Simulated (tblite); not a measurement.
Species: C₃H₉B₂N.
Numbering: `[BH2:1][N:2]([BH2:3])[CH2:4][CH:5]=[CH2:6]` (hydrogens: H7, H8 on B1; H9, H10 on B3; H11, H12 on C4; H13 on C5; H14, H15 on C6)

Computed with GFN2-xTB (tblite), gas phase: L-BFGS steps from a force-field or distance-geometry start until the largest atomic force falls under 0.01 eV/Å.

Step 4: E = -444.8909 eV
```
atom  x, y, z in Å  |  force x, y, z in eV/Å
B1     -1.6463    0.4859   -0.4072   -0.039   0.032  -0.055
N2     -0.7083   -0.0252    0.5843    0.160   0.118   0.065
B3     -1.3551   -0.9094    1.5457    0.017  -0.001  -0.064
C4      0.4453   -0.6955   -0.0638    0.012  -0.193  -0.056
C5      1.3496    0.2995   -0.7532   -0.320  -0.314  -0.308
C6      2.0184    1.2383   -0.1253    0.210   0.359   0.262
H7     -2.1730   -0.2623   -1.1575    0.233  -0.014  -0.194
H8     -1.9076    1.6221   -0.5057   -0.045   0.080   0.305
H9     -1.4415   -0.6491    2.6805   -0.099   0.320   0.048
H10    -1.8006   -1.9415    1.1840    0.241  -0.200   0.006
H11     1.0503   -1.1882    0.7090   -0.218   0.008   0.055
H12     0.1115   -1.4631   -0.7728    0.034  -0.099  -0.165
H13     1.4519    0.2010   -1.8287   -0.126  -0.045   0.059
H14     2.6628    1.9312   -0.6454   -0.060  -0.059   0.040
H15     1.9381    1.3643    0.9419    0.002   0.010   0.000
```

Step 5: E = -444.9161 eV
```
atom  x, y, z in Å  |  force x, y, z in eV/Å
B1     -1.6396    0.4853   -0.4067   -0.029   0.104   0.035
N2     -0.7068   -0.0350    0.5772    0.018   0.252   0.198
B3     -1.3556   -0.9082    1.5445    0.122   0.139  -0.128
C4      0.4348   -0.6987   -0.0695    0.167  -0.378  -0.054
C5      1.3383    0.2970   -0.7516   -0.129  -0.156  -0.259
C6      2.0157    1.2346   -0.1267    0.153   0.336   0.261
H7     -2.1502   -0.2554   -1.1593    0.149  -0.126  -0.387
H8     -1.9081    1.6156   -0.4833   -0.112   0.213   0.295
H9     -1.4451   -0.6301    2.6677   -0.169   0.351   0.202
H10    -1.7770   -1.9404    1.1866    0.176  -0.410  -0.013
H11     1.0299   -1.1839    0.7143   -0.121  -0.061   0.014
H12     0.1151   -1.4705   -0.7840    0.015  -0.067  -0.120
H13     1.4425    0.1969   -1.8236   -0.115  -0.037  -0.055
H14     2.6619    1.9334   -0.6396   -0.103  -0.131  -0.005
H15     1.9399    1.3675    0.9401   -0.022  -0.029   0.016
```

Step 6: E = -444.9546 eV
```
atom  x, y, z in Å  |  force x, y, z in eV/Å
B1     -1.6299    0.4866   -0.4051   -0.036   0.192   0.130
N2     -0.7038   -0.0451    0.5690   -0.167   0.307   0.244
B3     -1.3544   -0.9040    1.5415    0.196   0.255  -0.114
C4      0.4216   -0.7094   -0.0800    0.313  -0.449  -0.026
C5      1.3211    0.2937   -0.7503    0.184   0.062  -0.108
C6      2.0110    1.2303   -0.1269   -0.005   0.182   0.168
H7     -2.1119   -0.2472   -1.1701    0.092  -0.182  -0.581
H8     -1.9113    1.6098   -0.4427   -0.217   0.328   0.275
H9     -1.4543   -0.5938    2.6513   -0.273   0.347   0.282
H10    -1.7368   -1.9468    1.1904    0.162  -0.547   0.022
H11     0.9968   -1.1793    0.7232    0.066  -0.201  -0.044
H12     0.1206   -1.4836   -0.8038   -0.024  -0.011  -0.027
H13     1.4257    0.1899   -1.8177   -0.085  -0.003  -0.202
H14     2.6591    1.9350   -0.6315   -0.150  -0.197  -0.076
H15     1.9421    1.3719    0.9387   -0.056  -0.085   0.056
```

Step 7: E = -445.0196 eV
```
atom  x, y, z in Å  |  force x, y, z in eV/Å
B1     -1.6133    0.4930   -0.4005   -0.146   0.312   0.158
N2     -0.6990   -0.0584    0.5561   -0.438   0.191   0.140
B3     -1.3499   -0.8928    1.5363    0.204   0.268   0.007
C4      0.4020   -0.7350   -0.1006    0.503  -0.347   0.108
C5      1.2927    0.2885   -0.7486    0.628   0.251   0.102
C6      1.9998    1.2234   -0.1254   -0.238  -0.067   0.012
H7     -2.0359   -0.2342   -1.2026    0.086  -0.047  -0.702
H8     -1.9223    1.6055   -0.3590   -0.370   0.338   0.213
H9     -1.4779   -0.5172    2.6243   -0.423   0.241   0.212
H10    -1.6553   -1.9691    1.1990    0.219  -0.448   0.203
H11     0.9363   -1.1761    0.7401    0.410  -0.454  -0.182
H12     0.1301   -1.5095   -0.8424   -0.091   0.120   0.187
H13     1.3921    0.1768   -1.8110   -0.011   0.089  -0.376
H14     2.6513    1.9347   -0.6183   -0.216  -0.262  -0.194
H15     1.9449    1.3785    0.9385   -0.116  -0.186   0.112
```

**Question.** Estimate the geometry and energy of step 8. (The exact step hangs on the optimiser's Hessian estimate; all steps are aligned on step 7, rigid shifts and turns removed.)

**Answer.** E = -445.0788 eV, largest force 0.968 eV/Å
```
atom  x, y, z in Å  |  force x, y, z in eV/Å
B1     -1.6034    0.5037   -0.3960   -0.263   0.311   0.044
N2     -0.6983   -0.0664    0.5456   -0.505  -0.076  -0.104
B3     -1.3442   -0.8813    1.5336    0.145   0.142   0.168
C4      0.3928   -0.7611   -0.1167    0.479  -0.044   0.243
C5      1.2750    0.2836   -0.7479    0.822   0.210   0.208
C6      1.9874    1.2187   -0.1220   -0.351  -0.241  -0.108
H7     -1.9656   -0.2221   -1.2431    0.124   0.284  -0.554
H8     -1.9384    1.6072   -0.2802   -0.443   0.173   0.111
H9     -1.5063   -0.4444    2.6032   -0.488   0.047  -0.005
H10    -1.5779   -1.9955    1.2109    0.265  -0.092   0.428
H11     0.8896   -1.1817    0.7526    0.673  -0.635  -0.286
H12     0.1368   -1.5312   -0.8741   -0.125   0.237   0.385
H13     1.3618    0.1668   -1.8105    0.065   0.187  -0.396
H14     2.6409    1.9304   -0.6102   -0.239  -0.243  -0.274
H15     1.9454    1.3812    0.9409   -0.159  -0.260   0.141
```

The energy changes by -0.0592 eV. The first-order estimate −F·Δx gives -0.0835 eV and the mean of the old and new forces, exact on a quadratic surface, -0.0568 eV. The step makes an angle of 76° with the force vector and moves no atom by more than 0.083 Å.

The cost below is that of the whole relaxation. Hardware: an Intel Xeon at 2.50 GHz with one thread, no GPU, shared host. Cost: 1.9 s of wall time.
